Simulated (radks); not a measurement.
The numbers below are computed, except where a source is named.
Valence configurations of Lu I (all share [Xe]). Level of theory: scalar-relativistic Kohn-Sham, r2SCAN, spin-polarised, spherical densities, finite nucleus; open shells are filled with parallel spins first (spin-orbit coupling, left out, can overturn this in heavy ions); meta-GGA in the generalised Kohn-Sham scheme; Fermi nuclear charge, rms radius 5.37 fm (a radial shooting solver on a logarithmic mesh with Libxc functionals). Energies are relative to 4f14 5d1 6s2; eigenvalues in eV for spin up.

| valence | E (eV) | moment (Bohr magnetons) | e(4f) | e(5d) | e(6p) | e(6s) |
|---|---|---|---|---|---|---|
| 4f14 5d1 6s2 | 0.000 | 1 | -9.749 | -1.911 | - | -4.965 |
| 4f14 5d0.5 6s2 6p0.5 | 0.334 | 1 | -11.285 | -2.760 | -1.959 | -5.645 |
| 4f14 5d1.5 6s1.5 | 1.139 | 2 | -9.055 | -1.782 | - | -5.078 |
| 4f14 5d1 6s1.5 6p0.5 | 1.362 | 2 | -10.435 | -2.564 | -1.981 | -5.704 |
| 4f13.5 5d1 6s2 6p0.5 | 5.211 | 2 | -15.216 | -3.593 | -2.029 | -5.990 |
| 4f13 5d1 6s1 6p2 | 15.040 | 5 | -22.116 | -6.529 | -3.410 | -8.094 |
| 4f12 5d2 6s2 6p1 | 29.718 | 5 | -29.713 | -7.204 | -2.728 | -7.535 |
| 4f12 5d1 6s2 6p2 | 34.816 | 5 | -33.759 | -9.549 | -3.810 | -9.031 |
| 4f11 5d2 6s2 6p2 | 59.324 | 7 | -43.128 | -11.499 | -3.913 | -9.525 |
| 4f11 5d1 6s2 6p3 | 67.654 | 7 | -47.457 | -13.969 | -4.910 | -10.984 |

NIST lists [Xe] 4f14 5d1 6s2 as the ground configuration; this level of theory agrees among the configurations tried. The energies are those of spherical high-spin densities, not of single terms.
